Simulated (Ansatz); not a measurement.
Abridged output of a molecular run in Ansatz:

```
Functional definition: HF
1132 factors; integrals over basis functions are off by at most 1.5e-3 eV
mean field evaluation 1: about -70135.7159 eV, gradient 3.0e1 eV
mean field evaluation 2: about -70135.8018 eV, gradient 3.0e1 eV
mean field evaluation 4: about -70138.4191 eV, gradient 3.9e0 eV
mean field evaluation 8: about -70138.4869 eV, gradient 3.4e-1 eV
mean field -70138.48789528 eV, -2577.5418885768 hartree, gradient 1.3e-6 eV, S^2 0.000000; 0 other end points of the search recorded, 0 dependent functions left out; unrestricted orbitals would lower it
13 core orbitals not correlated: weight in the atoms' cores, before any rotation towards them, 1.000 or more for the frozen orbitals, at most 0.000 for the correlated occupied ones
reference -70138.48789528 eV, -2577.5418885768 hartree; 19, 19 occupied and 81, 81 virtual orbitals, 1132 factors
second order -21.18712339 eV of doubles, -0.00000000 eV of singles
cycle   1  -21.33714454 eV  change   -1.5e-1 eV  update   1.4e-1
cycle   2  -21.95538387 eV  change   -6.2e-1 eV  update   4.4e-2
cycle   3  -22.14574516 eV  change   -1.9e-1 eV  update   3.0e-2
cycle   4  -22.12597925 eV  change    2.0e-2 eV  update   1.1e-2
cycle   5  -22.12193623 eV  change    4.0e-3 eV  update   5.0e-3
cycle   6  -22.12311298 eV  change   -1.2e-3 eV  update   1.6e-3
cycle   7  -22.12276709 eV  change    3.5e-4 eV  update   8.2e-4
cycle   8  -22.12272693 eV  change    4.0e-5 eV  update   3.7e-4
cycle   9  -22.12307458 eV  change   -3.5e-4 eV  update   1.3e-4
cycle  10  -22.12308060 eV  change   -6.0e-6 eV  update   5.0e-5
cycle  11  -22.12308445 eV  change   -3.8e-6 eV  update   2.0e-5
perturbative correction -0.77545137 eV, -0.0284973124 hartree
Total energy: -70161.38643110 eV, -2578.3833942472 hartree
```

Its atoms:

Z-matrix (Å, degrees):
```
B
Se 1 2.347
C 1 1.522 2 49.4
H 1 1.196 2 110.5 3 -111.5
H 1 1.196 2 111.9 3 110.4
C 3 1.463 1 142.3 2 176.9
O 6 1.389 3 117.1 1 -179.3
H 6 1.101 3 107.2 1 57.2
H 6 1.105 3 105.7 1 -54.6
H 7 0.967 6 108.0 3 14.2
```

Question: Which basis set was used?
A. def2-TZVPP
B. def2-TZVPPD
C. def2-SVPD
D. def2-SVP

Answer: D. It gives 113 functions.

Question: Write the keys of the input that set method, charge and spin (a neutral closed shell needs none for the last two).

Answer: 
```yaml
correlation: {method: ccsd_t}
```
